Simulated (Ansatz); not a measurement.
Relaxation of FGeH3O (6 atoms, charge 0, multiplicity 1), to a largest force component of 0.02 eV/Å in at most 40 steps.

Theory: RHF/def2-TZVP (Ansatz 0.2.0).

```xyz
6
Properties=species:S:1:pos:R:3
Ge 0.000 0.000 0.000
O 0.000 0.000 1.770
H -0.909 -0.281 2.107
F 1.584 0.000 -0.559
H -0.730 1.265 -0.516
H -0.730 -1.265 -0.516
```

Problem. Where does it end, and by what steps?

Solution. It converged. The force dipped under the threshold on the way, but the program's further checks kept it going. After 16 steps the energy has fallen by 0.295 eV; H3 moved furthest, 0.72 Å.

| step | energy less start (eV) | largest force component (eV/Å) | accepted |
| --- | --- | --- | --- |
| 0 | 0.0000 | 2.948 | yes |
| 1 | -0.1729 | 0.980 | yes |
| 2 | -0.2004 | 0.441 | yes |
| 3 | -0.2078 | 0.146 | yes |
| 4 | -0.2128 | 0.609 | yes |
| 5 | -0.2172 | 0.764 | yes |
| 6 | -0.2606 | 0.180 | yes |
| 7 | -0.2783 | 0.415 | yes |
| 8 | -0.2780 | 0.706 | no |
| 9 | -0.2822 | 0.094 | yes |
| 10 | -0.2912 | 0.122 | yes |
| 11 | -0.2944 | 0.143 | yes |
| 12 | -0.2940 | 0.077 | no |
| 13 | -0.2948 | 0.030 | yes |
| 14 | -0.2949 | 0.007 | yes |
| 15 | -0.2947 | 0.040 | no |
| 16 | -0.2950 | 0.005 | yes |

```xyz
6
Properties=species:S:1:pos:R:3
Ge -0.180 0.044 -0.042
O -0.485 0.203 1.664
H -0.237 -0.514 2.220
F 1.513 -0.134 -0.237
H -0.599 1.348 -0.703
H -0.797 -1.229 -0.617
```

Whether the end is a true minimum wasn't checked by a vibrational analysis.

The run took 26 s on 2 threads of Arm Neoverse V1 (shared host), peak memory 0.24 GiB.
